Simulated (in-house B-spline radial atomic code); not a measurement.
How numerical settings move a run on Ne²⁺, [He] 2s2 2p4. Computed with an all-electron radial atomic-structure program (B-spline basis): non-relativistic PBE, spin-polarised, spherical fractional occupations, point nucleus.

Command:
```bash
python run_scf.py task.json out
```
Settings of the sound reference run:
```
Z                10
electrons        8
configuration    [He] 2s2 2p4
hamiltonian      nr
method           pbe,pbe
spin_polarised   True
knot_spacing     0.22
spline_order     8
gauss_points     12
box_radius       22.22
max_iterations   70
damping          0.5
damped_steps     3
diis_vectors     10
tolerance        1e-08
start            Thomas-Fermi
```

Run time, properties included: 0.12 s on 1 thread of AMD EPYC 9R45 96-Core Processor, with other jobs on the host.

It converges in 9 iterations to -126.537645 hartree, with 2p down at -51.9999 eV. The other runs change the listed settings, some to values that make no sense; their results aren't properties of the atom or ion. Radii are in bohr (the nuclear one in fm), a minus after a letter asks for a j subshell, and «unchanged» means within 1e-8 hartree. The run stops when the residual is below 10 × tolerance × max(1, Z/10), or a noise floor if that is larger, and the energy moves by less than 1e-8 × √|E| hartree; so very loose and very tight tolerances often act alike.

| changed settings | outcome |
| --- | --- |
| first_knot = 0.3 | converged in 9 iterations, energy +2.97e-04 hartree from the reference, 2p down level -3.5e-04 eV |
| knot_spacing = 0.3, max_iterations = 3, damped_steps = 1, start = bare nucleus | not converged after 3 iterations, last residual 2.4e-01, last energy +6.34e-01 hartree from the reference |
| first_knot = 0.001 | converged in 9 iterations, energy +2.15e-08 hartree from the reference, 2p down level -3.9e-06 eV |
| tolerance = 1e-13 | converged in 10 iterations, energy unchanged, 2p down level -3.6e-07 eV |
| first_knot = 1e-05 | converged in 8 iterations, energy +1.92e-08 hartree from the reference, 2p down level -7.8e-06 eV |
| first_knot = 0.0001 | converged in 8 iterations, energy unchanged, 2p down level -2.5e-06 eV |
| knot_spacing = 0.3, max_iterations = 60, damping = 0.95 | converged in 10 iterations, energy +1.06e-06 hartree from the reference, 2p down level -3.1e-05 eV |
| damping = 0.95 | converged in 10 iterations, energy unchanged |
| box_radius = 88.88, max_iterations = 75, damping = 0 | converged in 9 iterations, energy unchanged, 2p down level -1.2e-06 eV |
| tolerance = 1e-06 | converged in 8 iterations, energy unchanged, 2p down level -4.2e-06 eV |
| electrons = 16, configuration = [He] 2s2 2p4 4s2 4p6, max_iterations = 60 | converged in 27 iterations to -126.0816 hartree, a different physical problem (warning: 4s up has a positive eigenvalue: unbound, held by the box) |
| knot_spacing = 1.4, spline_order = 5, max_iterations = 50, tolerance = 1e-05 | converged in 7 iterations, energy +4.85e-01 hartree from the reference, 2p down level -9.6e-01 eV |

Q: What happens with hamiltonian = dirac, method = hf, nucleus = fermi, rms_radius = 3.0055, mass_number = 20, atomic_mass = 19.99244, speed_of_light = 137.036?

A: Stopped with error: spin polarisation is not served with the Dirac Hamiltonian.

Q: What happens with first_knot = 0.03?

A: Converged in 9 iterations, energy unchanged, 2p down level +1.7e-06 eV.

Q: What happens with electrons = 11, configuration = [He] 2s2 2p4 3s3, max_iterations = 75?

A: Stopped with error: shell 3s holds at most 1 electrons (per spin).

Q: What happens with spline_order = 6, max_iterations = 5, start = bare nucleus?

A: Not converged after 5 iterations, last residual 5.7e-03, last energy +7.96e-04 hartree from the reference.
